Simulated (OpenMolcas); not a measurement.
**Fe2+, Ru2+, Os2+: d6 down the group**

```yaml
Program: OpenMolcas 26.06
Method: XMS-CASPT2, IPEA 0.25 Eh, imaginary shift 0.1 Eh
Basis: ANO-RCC-VTZP
Scalar_Hamiltonian: DKH2, point nucleus
Spin-orbit_coupling: RASSI with atomic mean-field integrals over the reference wave functions, term energies averaged over their components
```

Active space for each ion: 6 electrons in 5 orbitals (d); closed shells correlated by CASPT2: Fe2+ 3s 3p; Ru2+ 4s 4p; Os2+ 5s 5p.

Computed levels in cm-1 above 5D4:

```json
{"Level": "5D3", "Fe2+": "437", "Ru2+": "1157", "Os2+": "4600"}
{"Level": "5D2", "Fe2+": "745", "Ru2+": "1844", "Os2+": "4670"}
{"Level": "5D1", "Fe2+": "943", "Ru2+": "2290", "Os2+": "7050"}
{"Level": "5D0", "Fe2+": "1041", "Ru2+": "2510", "Os2+": "7320"}
{"Level": "3P2(1)", "Fe2+": "20570", "Ru2+": "15540", "Os2+": "16520"}
{"Level": "3H6", "Fe2+": "21360", "Ru2+": "16050", "Os2+": "17050"}
{"Level": "3H5", "Fe2+": "21570", "Ru2+": "16310", "Os2+": "24810"}
{"Level": "3P1(1)", "Fe2+": "21840", "Ru2+": "18830", "Os2+": "29260"}
{"Level": "3F3(1)", "Fe2+": "22990", "Ru2+": "17670", "Os2+": "19030"}
{"Level": "weight of 5D in the lowest level (%)", "Fe2+": "100", "Ru2+": "99", "Os2+": "86"}
```

Mixed levels, with the weight of the term that names them: Os2+ 5D2 (69 %), Os2+ 3P2(1) (52 %), Os2+ 3H5 (51 %), Os2+ 3P1(1) (71 %), Os2+ 3F3(1) (54 %).

Measured, with the error of the calculation in %. Measured levels: Fe2+ from Corliss and Sugar, J. Phys. Chem. Ref. Data 11, 135 (1982); Ru2+ from Moore, Atomic Energy Levels, vol. III, NSRDS-NBS 35 (1971 reprint of NBS Circular 467, 1958).

```json
{"Level": "5D3", "Fe2+": "436 (+0.1)", "Ru2+": "1159 (-0.2)"}
{"Level": "5D2", "Fe2+": "739 (+0.8)", "Ru2+": "1826 (+1.0)"}
{"Level": "5D1", "Fe2+": "932 (+1.2)", "Ru2+": "2266 (+1.2)"}
{"Level": "5D0", "Fe2+": "1027 (+1.3)", "Ru2+": "2476 (+1.3)"}
{"Level": "3P2(1)", "Fe2+": "19405 (+6.0)", "Ru2+": ""}
{"Level": "3H6", "Fe2+": "20051 (+6.5)", "Ru2+": ""}
{"Level": "3H5", "Fe2+": "20301 (+6.3)", "Ru2+": ""}
{"Level": "3P1(1)", "Fe2+": "20688 (+5.6)", "Ru2+": ""}
{"Level": "3F3(1)", "Fe2+": "21700 (+6.0)", "Ru2+": ""}
```

The fine-structure level 5D0 changes by a factor of 7.03 from Fe2+ to Os2+.

Without spin-orbit coupling 3P(1) lies 20750, 15900, 14910 cm-1 above 5D in that order; the difference to the level 3P2(1), of either sign, comes from spin-orbit coupling, which also lowers the zero.

CASPT2 breaks the degeneracy within a term, and the mean is taken; among the terms shown or strongly mixed into the levels shown the widest spread is 1400 cm-1 (5d6 1I, Os2+). The CASPT2 spread within a term exceeds the gap to the next term for 3d6 3P(1) and 3d6 3H, so the order of their levels is uncertain (figures for Fe2+; the like holds for Ru2+, Os2+). Levels of configurations with an s electron are missing; early in the row they begin among the upper levels of the d shell and mix with terms of their name (holds for Ru2+). Configurations with an s electron lie low in 5d ions of this charge, fall among these levels and mix in, so low-spin terms can stand far too high, up to twice their true height, and weights are not those of the real levels (holds for Os2+). Computed and measured levels are paired by configuration, term and J; levels that our copy of the source lacks, or whose pairing is in doubt (as where it misses far off the trend of its configuration), stay unpaired and out of the deviations. Only configurations of the active space appear.

A number in round brackets counts repeated terms of one configuration in the order of the reference energies.
